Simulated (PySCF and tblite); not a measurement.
Values are calculated unless marked as measured or tabulated.
C8H16O, numbered as in [CH3:1][O:2]/[C:3]([CH3:4])=[C:5](/[CH3:6])[CH:7]([CH3:8])[CH3:9].

Level: PBE0-D3(BJ)/6-31G*//GFN2-xTB, thermal terms from GFN2-xTB, symmetry numbers and mirror pairs counted. Conformers within 2.5 kcal/mol (GFN2-xTB free energy) were kept, 6 at most. GIAO shieldings: PBE0/6-31G*. Shifts are against TMS (¹H), TMS (¹³C) at the same level. Codes: tblite and PySCF.

Question: What shifts does this protocol give at 298.15 K under fast conformational exchange?

Answer: ¹H: 3.62 (H1, 3H), 3.46 (H7, 1H), 1.70 (H4, 3H), 1.50 (H6, 3H), 1.04 (H8/H9, 6H) ppm. ¹³C: 140.7 (C3), 121.1 (C5), 54.7 (C1), 29.9 (C7), 21.6 (C8/C9), 16.4 (C4), 14.6 (C6) ppm.

Question: How do the conformers differ?

Answer: Torsions listed: C1–O2–C3–C4, C6–C5–C7–C8. Of a mirror pair one member is shown.
| conformer | shape | weight % |
| --- | --- | --- |
| 1 | 62°, 61° | 85.5 |
| 2 | -48°, -117° | 14.5 |

```
signal      1      2  average
    H1   3.61   3.65     3.62
    H4   1.70   1.74     1.70
    H6   1.47   1.65     1.50
    H7   3.69   2.07     3.46
 H8/H9   0.99   1.31     1.04
    C1   54.9   53.3     54.7
    C3  140.7  140.1    140.7
    C4   16.5   15.9     16.4
    C5  121.4  119.3    121.1
    C6   13.5   21.3     14.6
    C7   28.8   36.9     29.9
 C8/C9   21.8   20.9     21.6
```

Question: Which signal moves most, for its nucleus, between 250 and 350 K through the change of populations alone?

Answer: H7: 3.51 ppm at 250 K, 3.46 ppm at 298.15 K, 3.41 ppm at 350 K.

Shifts are unscaled: against experiment ¹³C can be off by 15 ppm or more and ¹H by 0.8 ppm.
